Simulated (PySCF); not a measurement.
A PySCF script (with the pyscf-properties extension) for the NMR shieldings of SMILES O=CC[SiH2]C(Cl)Cl, C₃H₆Cl₂OSi, on a GFN2-xTB geometry:

```python
import basis_set_exchange as bse
import numpy as np
from pyscf import gto, dft
from pyscf.prop import nmr

atoms = """
O     1.067607   -1.381782   -1.094624
C     1.705726   -0.433673   -0.723280
C     1.247629    0.462041    0.370087
Si   -0.450336   -0.170587    0.974238
C    -1.673899   -0.005107   -0.502525
Cl   -1.640417    1.667572   -1.104139
Cl   -3.312984   -0.402011    0.047601
H     2.676983   -0.183501   -1.188929
H     1.206458    1.485434   -0.006325
H     1.995573    0.465267    1.162783
H    -0.417891   -1.571993    1.375876
H    -0.945335    0.718304    2.024780
H    -1.463502   -0.649476   -1.353271
"""
names = dict.fromkeys(["O", "C", "Si", "Cl", "H"], "pcSseg-1")
basis = {el: gto.basis.parse(bse.get_basis(n, elements=[el], fmt="nwchem")) for el, n in names.items()}
mol = gto.M(atom=atoms, basis=basis, charge=0, verbose=0)
mf = dft.RKS(mol, xc="PBE0")
mf.grids.level = 2
mf.grids.alignment = dft.numint.BLKSIZE   # the property module wants whole blocks of grid points
mf.conv_tol = 1e-9
mf.kernel()

calc = nmr.RKS(mf)   # GIAO
C = mf.mo_coeff
Co = C[:, mf.mo_occ > 0]
resp = mf.gen_response(singlet=True, hermi=2)
def vind(x):   # induced exchange potential for any number of trial vectors
    d = np.einsum("pi,xij,qj->xpq", C, 2 * x.reshape(-1, C.shape[1], Co.shape[1]), Co, optimize=True)
    return np.einsum("xpq,pi,qj->xij", resp(d - d.transpose(0, 2, 1)), C, Co, optimize=True).ravel()
mo1, _ = nmr.rhf.solve_mo1(calc, with_cphf=vind)
sigma = calc.kernel(mo1)
for i, s in enumerate(sigma):   # ppm
    w = np.linalg.eigvalsh((s + s.T) / 2)
    print("%2d %-2s iso %8.1f  s11 %8.1f  s22 %8.1f  s33 %8.1f" % (i, mol.atom_pure_symbol(i), w.mean(), *w))
```

**Question.** What are the results?

**Answer.** 
```
 0 O  iso   -366.0  s11   -978.4  s22   -456.5  s33    337.0
 1 C  iso    -22.9  s11   -117.3  s22    -53.6  s33    102.3
 2 C  iso    152.6  s11    123.3  s22    142.1  s33    192.5
 3 Si iso    383.6  s11    350.8  s22    371.3  s33    428.6
 4 C  iso    115.2  s11     70.4  s22    135.9  s33    139.4
 5 Cl iso    743.9  s11    474.0  s22    745.7  s33   1012.1
 6 Cl iso    735.0  s11    449.1  s22    730.2  s33   1025.8
 7 H  iso     21.5  s11     19.2  s22     19.7  s33     25.7
 8 H  iso     29.2  s11     25.2  s22     30.5  s33     31.8
 9 H  iso     29.7  s11     26.6  s22     27.7  s33     34.9
10 H  iso     27.1  s11     23.8  s22     25.3  s33     32.2
11 H  iso     27.7  s11     24.3  s22     26.8  s33     32.0
12 H  iso     25.8  s11     20.9  s22     25.8  s33     30.8
```

These numbers come from an equivalent density-fitted implementation of the same equations, which agrees with the script to about 0.01 ppm for H and up to a few tenths of a ppm for heavy atoms, so last digits may differ.

**Question.** Turn these shieldings into chemical shifts. Referencing at the same level of theory: H2O for 17O (σ = 336.08 ppm); 13C (σ = 186.93 ppm) and 29Si (σ = 349.16 ppm) and 1H (σ = 31.72 ppm) vs TMS; HCl for 35Cl (σ = 949.78 ppm).

**Answer.** Averaging equivalent atoms: O 0: 702.1; C 1: 209.8; C 4: 71.7; C 2: 34.3; Si 3: -34.4; Cl 5/6: 210; H 7: 10.18; H 12: 5.88; H 10/11: 4.31; H 8/9: 2.28 ppm. Unscaled 17O shifts of doubly bonded oxygen tend to come out too high, by tens of ppm or more. Experimental scales use liquid or dissolved standards, which lie at an offset from isolated H2O (liquid H2O: subtract about 36 ppm).

Size and cost of the density-fitted run: 170 basis functions, 44 s wall time on 1 thread of an Arm Neoverse N1, shared host; peak memory 0.76 GiB.
